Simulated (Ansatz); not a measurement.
Geometry optimisation, RKS PBE0-D4/def2-SVP (Ansatz 0.2.0).

The input (input.yaml):

```yaml
crystal:
  periodic: [false, false, false]
  atoms:
    - { symbol: Al, position_ang: [0.0, 0.0, 0.0] }
    - { symbol: H, position_ang: [0.0, 0.0, 1.91] }
    - { symbol: O, position_ang: [1.5415, 0.0, -0.89] }
    - { symbol: H, position_ang: [1.8414, -0.9519, -1.0449] }
    - { symbol: O, position_ang: [-1.5415, 0.0, -0.89] }
    - { symbol: H, position_ang: [-2.0512, -0.8467, -0.6815] }
    - { symbol: O, position_ang: [0.0932, 1.9717, 0.6559] }
    - { symbol: H, position_ang: [0.4919, 2.0, 1.5834] }
    - { symbol: H, position_ang: [0.0471, 0.9963, 1.8084] }
basis:
  gaussian: { orbitals: def2-SVP }
hamiltonian:
  xc: pbe0
  dispersion: d4
relax:
  f_tol: 0.15
  max_steps: 25
  restrain:
    - { distance: [0, 6], at: 1.78, k: 30.0 }
    - { distance: [8, 1], at: 0.66, k: 30.0 }
    - { distance: [0, 1], at: 2.76, k: 30.0 }
    - { distance: [8, 6], at: 2.21, k: 30.0 }
```

Launched with:

```bash
$ ansatz run input.yaml --threads 2 --pin off --max-ram 3072MiB --backend cpu --events-out ev --progress --plain --runs-dir out
```

**Question.** Where does it end, and by what steps?

**Answer.** The run converged. The restraints hold the end off the free minimum; the threshold counts their pulls, which the force column leaves out. Restrained pairs: Al1–O7 (2.08 → 1.74 Å), H2–H9 (1.00 → 0.72 Å), Al1–H2 (1.91 → 2.76 Å), O7–H9 (1.51 → 2.22 Å). After 8 steps the energy has fallen by 3.355 eV (the restraints' own energy left out); H8 moved furthest, 0.95 Å.

```
step  energy less start (eV)  largest force component (eV/Å)  accepted
   0                  0.0000                           4.660       yes
   1                 -1.0085                           5.413       yes
   2                 -1.9882                           4.276       yes
   3                 -2.7963                           3.036       yes
   4                 -2.9878                           2.889       yes
   5                 -3.2456                           1.668       yes
   6                 -3.3063                           1.726       yes
   7                 -3.3478                           1.699       yes
   8                 -3.3549                           1.718       yes
```

```xyz
9
Properties=species:S:1:pos:R:3
Al -0.024 0.527 -0.212
H -0.092 -0.229 2.439
O 1.474 -0.149 -0.633
H 1.637 -0.929 -1.163
O -1.547 -0.084 -0.622
H -1.760 -0.921 -1.030
O -0.015 2.042 0.654
H 0.831 2.463 0.824
H -0.084 0.449 2.193
```

The run took 12 s on 2 threads of Arm Neoverse V2, on a shared host, peak memory 0.16 GiB.
